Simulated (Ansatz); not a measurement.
`OB1CC1Br` and `CC1CB1O` differ in one atom or group.

Ansatz, PBE0-D4/def2-TZVP geometries, multiplicity 1. Each molecule was computed in one conformer, which needn't be the lowest.

Scalar relativity is left out up to krypton.

| property | `OB1CC1Br` |
| --- | --- |
| HOMO energy (ωB97M-V/def2-TZVPP) / eV | -9.26 |
| size of the dipole moment (B3LYP/def2-TZVPP) / D | 1.78 |
| HOMO energy (PBE0/def2-TZVPP) / eV | -7.04 |
| LUMO energy (PBE/def2-TZVPP) / eV | -1.96 |
| HOMO–LUMO gap (ωB97M-V/def2-TZVPP) / eV | 10.37 |
| LUMO energy (B3LYP/def2-TZVPP) / eV | -1.19 |

(1) Give the same properties after the change, and the shifts. (Best estimate.)

## Answers

(1) Computed: 
| property | `CC1CB1O` | shift |
| --- | --- | --- |
| HOMO energy (ωB97M-V/def2-TZVPP) / eV | -9.10 | 0.16 |
| size of the dipole moment (B3LYP/def2-TZVPP) / D | 1.29 | -0.49 |
| HOMO energy (PBE0/def2-TZVPP) / eV | -6.81 | 0.23 |
| LUMO energy (PBE/def2-TZVPP) / eV | -0.90 | 1.06 |
| HOMO–LUMO gap (ωB97M-V/def2-TZVPP) / eV | 11.06 | 0.69 |
| LUMO energy (B3LYP/def2-TZVPP) / eV | -0.12 | 1.07 |

With PBE0 the HOMO rises by 0.23 eV and the LUMO rises by 1.10 eV, so the gap widens by about 0.87 eV. PBE moves the HOMO by 0.26 eV and ωB97M-V by 0.16 eV. Dipoles are sizes alone; their direction can turn.

B3LYP here is the variant with VWN-RPA as its local correlation; programs differ in this.

Spin–orbit coupling is left out; it splits and shifts lone-pair levels of the heavy atoms by tenths of an eV.
